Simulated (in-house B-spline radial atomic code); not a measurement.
Values are calculated unless marked as measured or tabulated.
Two electrons in Ge: a Gaussian well −V exp(−r²/w²) with V = 111 meV and w = 12.4 nm

For Ge the NSM archive of the Ioffe Institute lists m_l = 1.6 m0, m_t = 0.08 m0 and ε = 16.2; the model takes one isotropic valley with the conductivity mass 3/(1/m_l + 2/m_t) = 0.117 m0, and so misses anisotropy and the other valleys. All triplets below are those of one valley; with several valleys two electrons can form a triplet in the 1s orbital itself, at an energy set by the valley splitting.

Effective-mass model with parabolic bands, a uniform dielectric constant, no image charges, no central-cell or spin-orbit terms. Two-electron levels come from full CI in B-splines with partial waves to l = 5 (up to 0.001 effective hartree above the limit).

**Question.** What are the effective units, and what is the potential in them?

**Answer.** Ha* = 27211.386 meV × 0.117/16.2² = 12.13 meV and a* = 0.0529177 nm × 16.2/0.117 = 7.327 nm. V = 9.11 Ha* and w = 1.69 a*.

In these units the lowest s and p orbitals lie at -5.6601 and -3.6109, and their Coulomb and exchange integrals are J_ss = 1.1547, J_sp = 0.9253 and K_sp = 0.1772. Full CI gives -10.2400 for the ground singlet, -8.5421 for the sp triplet, -8.2444 for the sp singlet and -7.0738 for the lowest triplet of two s orbitals.

**Question.** What does it cost to add the second electron, to first order and exactly?

**Answer.** To first order E = 2ε_s + J_ss = -10.1655, so the charging energy E(2) − 2E(1) is J_ss = 14.01 meV. CI gives -10.2400 − 2 × (-5.6601) = 1.0802, or 13.1 meV: relaxation and correlation lower it by 0.9038 meV, 6.5 % of J_ss. The s² configuration of one-electron orbitals holds 98.5 % of the state, and the mean radius is 6.06 nm. The second electron is bound by ε_s − E = 55.56 meV, against 68.66 meV for the first.

**Question.** How far above the singlet do the triplets lie?

**Answer.** To first order the sp triplet lies at ε_s + ε_p + J_sp − K_sp = -8.5228, which is 19.93 meV above 2ε_s + J_ss. CI gives -8.5421 − (-10.2400) = 1.6979, or 20.6 meV, 83 % of the orbital spacing of 24.86 meV. The ss triplet lies 38.41 meV up, so the lower of the two is the sp one, and its gap equals k_BT at 239 K. The sp singlet-triplet splitting is 3.612 meV, against 2K_sp = 4.299 meV.
